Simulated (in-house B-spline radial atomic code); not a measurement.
## Ag3+: [Kr] 4d8 (with a hole in an inner shell)

All numbers are computed (Dirac-Kohn-Sham B3LYP, spherical fractional occupations; Fermi nucleus of rms radius 4.5454 fm) with an all-electron radial atomic-structure program (B-spline basis), not measured.

Screening seen three ways: the hydrogenic charge with the same mean radius, Z_r = [3n² - l(l+1)]/(2<r>), the one with the same energy, Z_e = n√(-2ε), and Slater's rules. Values are occupation-weighted means over j. An effective charge above Z reflects the relativistic contraction of the inner shells.

```tsv
shell	electrons	ε (eV)	<r> (bohr)	Z_r	Z_e	Slater
1s	2	-25425	0.03111	48.22	43.23	46.70
2s	2	-3794.4	0.1345	44.61	33.40	42.85
2p	6	-3410.2	0.1175	42.55	31.66	42.85
3s	2	-735.59	0.368	36.69	22.06	35.75
3p	6	-608.24	0.367	34.06	20.06	35.75
3d	10	-405.67	0.3456	30.39	16.38	25.85
4s	2	-138.41	0.9062	26.48	12.76	19.25
4p	6	-100.54	0.9864	23.32	10.87	19.25
4d	8	-44.949	1.252	16.77	7.27	8.55
```

The least bound orbital is 4d5/2 at -44.68 eV, and it is also the most diffuse (<r> = 1.257 bohr).

Spin-orbit splittings of the orbital energies (j = l + 1/2 above j = l - 1/2 when positive): 2p 175.6 eV, 3p 31.19 eV, 3d 6.267 eV, 4p 5.307 eV, 4d 0.675 eV.

For the 1s electron the small component carries 2.96 % of the norm, the zero-frequency Breit interaction raises the level by 55.52 eV, self-energy by 31.05 eV, and vacuum polarisation lowers it by 3.897 eV.

Caution: exact exchange at fractional occupations of open shells leaves self-interaction of up to several eV.
